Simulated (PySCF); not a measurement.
Gas-phase equilibrium of 1 mol GeCl4, 0.48 mol H2 at 2500 K and 1.00 bar, among 17 species (GeH4, Ge2H6, GeH3Cl, HCl, GeCl3, H, H2, Ge3H8, GeHCl3, GeH3, GeCl4, Cl, Cl2, GeCl2, GeHCl, GeH2, GeH2Cl2). Only gases are allowed; each row takes one source of thermochemistry for all species, and Cantera finds the minimum.

Computed with PySCF and rigid-rotor harmonic-oscillator thermochemistry at 1 bar. † marks an energy on the PBE0/def2-TZVP geometry and frequencies; other levels use their own. MP2 freezes the core. 6-31G* has spherical d functions here. Open shells (unrestricted) among the columns below: H (multiplicity 2), Cl (multiplicity 2, electronic degeneracy 6); the rest are closed-shell singlets. Spin-orbit splitting is ignored; it lowers the true energy and changes the entropy of Cl. Ge: all electrons, no relativistic terms. GeHCl: computed as isolated molecules; such fragments, hydroxides, amides, oligomers or adducts are transient or little studied in the gas. MP2 isn't extrapolated to the basis-set limit. The harmonic model lacks anharmonicity and excited electronic states, which grow with temperature; levels with a mode under 35 cm⁻¹ are left out.

Molecules larger than those listed are left out, and so are free Ge atoms, whose spin-orbit terms are large.

With HF/6-31G* thermochemistry: Cl 0.50, GeCl2 0.27, HCl 0.069, H 0.099, H2 0.046, Cl2 9.4e-7, GeHCl 0.0097.

How far does the composition move with the other sources (HF/def2-TZVP†, M06-2X/def2-TZVP†, MP2/def2-TZVPP†, PBE0/def2-SVP†, ωB97M-V/def2-TZVP†)?


```tsv
thermochemistry	x Cl	x GeCl2	x HCl	x H	x H2	x Cl2	x GeHCl
HF/6-31G*	0.50	0.27	0.069	0.099	0.046	9.4e-7	0.0097
HF/def2-TZVP†	0.46	0.29	0.13	0.071	0.037	4.2e-6	0.0045
M06-2X/def2-TZVP†	0.33	0.33	0.32	0.00071	0.00053	0.0084	7.4e-6
MP2/def2-TZVPP†	0.33	0.33	0.32	0.00069	0.00021	0.0060	3.9e-6
PBE0/def2-SVP†	0.34	0.33	0.32	0.0011	0.00044	0.0025	1.2e-5
ωB97M-V/def2-TZVP†	0.33	0.34	0.32	0.00054	0.00032	0.010	6.9e-6
```
The most sensitive of these is Cl2: it spans a factor of 10^4.0 over these rows; at this temperature one factor of ten is RT ln 10 = 48 kJ/mol.
